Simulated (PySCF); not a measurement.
C4H7B, SMILES C#CB(C)C.

The structure is a stationary point at B3LYP-D3(BJ)/def2-SVP.

Two levels are set side by side: TDA-PBE/def2-SVPD (PySCF) and TDA-M06-2X/def2-SVPD (PySCF). Vertical, same geometry. The lowest singlet is HOMO→LUMO 100 % with PBE and HOMO→LUMO 94 % with the other functional; states are paired by order. Differences are taken from unrounded values.

| quantity | TDA-M06-2X |
|---|---|
| lowest singlet excitation (eV) | 4.47 |
| lowest triplet excitation (TDA) (eV) | 4.30 |
| first bright state (f over 0.05) (eV) | 6.07 |
| its oscillator strength | 0.08 |

### Question
What does TDA-PBE give, and how far is it from TDA-M06-2X? (An estimate is asked for; the answer gives what the named calculation found.)

### Answer

```
quantity                               TDA-PBE  TDA-PBE minus TDA-M06-2X
-------------------------------------  -------  ------------------------
lowest singlet excitation (eV)            4.19                     -0.28
lowest triplet excitation (TDA) (eV)      3.87                     -0.43
first bright state (f over 0.05) (eV)     5.64                     -0.43
its oscillator strength                   0.08                      0.00
```

A lower first singlet is the usual sign of a functional without exact exchange. Differences between two approximate levels are no errors against the true value.

Rough cost on one machine, each run with all the roots and properties that it gave: TDA-M06-2X against TDA-PBE about 9 times.
